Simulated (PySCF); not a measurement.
C6H8O.
SMILES with atom numbers: `[CH:1]#[C:2]/[CH:3]=[CH:4]/[CH2:5][O:6][CH3:7]` (hydrogens: H8 on C1; H9 on C3; H10 on C4; H11, H12 on C5; H13, H14, H15 on C7)

Computed with PBE0-D3(BJ)/def2-SVP geometry optimisation, gas phase in PySCF 2.14.0.

Problem. Give the optimised bond lengths and angles.

Solution. 
```json
{"bond": "C1≡C2", "length (Å)": "1.215", "order": "triple"}
{"bond": "C2–C3", "length (Å)": "1.421", "order": "single"}
{"bond": "C3=C4", "length (Å)": "1.342", "order": "double"}
{"bond": "C4–C5", "length (Å)": "1.489", "order": "single"}
{"bond": "C5–O6", "length (Å)": "1.389", "order": "single"}
{"bond": "O6–C7", "length (Å)": "1.393", "order": "single"}
{"bond": "C1–H8", "length (Å)": "1.074", "order": "single"}
{"bond": "C3–H9", "length (Å)": "1.095", "order": "single"}
{"bond": "C4–H10", "length (Å)": "1.095", "order": "single"}
{"bond": "C5–H11, C5–H12", "length (Å)": "1.114", "order": "single"}
{"bond": "C7–H13, C7–H14", "length (Å)": "1.108", "order": "single"}
{"bond": "C7–H15", "length (Å)": "1.099", "order": "single"}
```

Bonds in one row agree within 0.01 Å and their mean is given. Orders are formal, as drawn. A selection of angles:
```json
{"angle": "C2–C1–H8", "degrees": "179.7"}
{"angle": "C1–C2–C3", "degrees": "178.6"}
{"angle": "C2–C3–C4", "degrees": "124.0"}
{"angle": "C2–C3–H9", "degrees": "117.7"}
{"angle": "C4–C3–H9", "degrees": "118.3"}
{"angle": "C3–C4–C5", "degrees": "123.7"}
{"angle": "C3–C4–H10", "degrees": "120.2"}
{"angle": "C5–C4–H10", "degrees": "116.1"}
{"angle": "C4–C5–O6", "degrees": "111.1"}
{"angle": "C4–C5–H11", "degrees": "109.1"}
{"angle": "O6–C5–H11", "degrees": "111.1"}
{"angle": "H11–C5–H12", "degrees": "105.3"}
{"angle": "C5–O6–C7", "degrees": "113.8"}
{"angle": "O6–C7–H13", "degrees": "112.0"}
{"angle": "O6–C7–H15", "degrees": "107.9"}
{"angle": "H13–C7–H14", "degrees": "107.9"}
{"angle": "H13–C7–H15", "degrees": "108.5"}
```

Dihedral angles: C2–C3–C4–C5 180° (antiperiplanar); C3–C4–C5–O6 1° (synperiplanar); C4–C5–O6–C7 -179° (antiperiplanar).

O6 (ether oxygen) is bent (angle 113.8°). The 4 C–C bonds span 1.215 Å (C1≡C2, drawn triple) to 1.489 Å (C4–C5, drawn single), a spread of 0.274 Å. The 7 heavy atoms lie in one plane (0.006 Å rms). Of the pairs four or more bonds apart, O6···H9 is among the closest relative to their van der Waals radii: 2.35 Å, 87 % of the sum of Bondi's values.

Point group: Cs (tolerance 0.08 Å). Not checked by PBE0-D3(BJ)/def2-SVP frequencies. One conformer, not necessarily the lowest.
